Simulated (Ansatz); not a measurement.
PbO₄ (the lowest singlet isomer of a short search) was relaxed with PBE-D4 (def2-SVP) in Ansatz in these states: charge +1 doublet, neutral quintet, neutral singlet, neutral triplet. The geometries follow in no particular order.

In the def2 sets Pb takes a core potential; there is no spin–orbit coupling.

A:

Cartesian coordinates in Å:
```
Pb 1.896 -0.686 0.110
O -0.343 -1.174 0.346
O 0.523 1.109 -0.336
O -1.346 -0.437 0.182
O -0.729 1.189 -0.303
```

B:

```xyz
5

Pb    0.879   -1.273   -0.870
O     1.050   -0.130    0.980
O    -0.919   -0.060   -1.110
O    -0.357    0.440    1.076
O    -0.653    1.023   -0.076
```

C:

```xyz
5

Pb   -0.319   -1.814    0.267
O     1.348   -0.314    0.566
O    -1.401    0.010   -0.522
O     1.268    0.932    0.272
O    -0.895    1.186   -0.584
```

D:

```xyz
5

Pb    0.634    1.831   -0.264
O     1.714   -0.222    0.364
O    -0.915    0.179   -0.960
O    -0.219   -1.087    0.824
O    -1.215   -0.701    0.036
```

Task: Judge from the bond lengths which geometry belongs to which state (an estimate).

Result: A is the charge +1 doublet (O4–O5 1.806 Å, O2–O4 1.255 Å, O3–O5 1.255 Å); B is the neutral singlet (O4–O5 1.325 Å, O2–O4 1.521 Å, O3–O5 1.521 Å); C is the neutral triplet (O4–O5 2.340 Å, O2–O4 1.283 Å, O3–O5 1.283 Å); D is the neutral quintet (O4–O5 1.327 Å, O2–O4 2.167 Å, O3–O5 1.363 Å).

At PBE-D4/def2-SVP the charge 0 triplet is spin-contaminated (final ⟨S²⟩ up to 2.23, 2.00 for a pure state). At PBE0-D4/def2-TZVP a singlet lies 0.29 eV below the neutral triplet. At PBE0-D4/def2-TZVP a singlet lies 3.17 eV below the neutral quintet. These are the stationary points nearest to one start from a short search; other shapes may lie lower in each state.
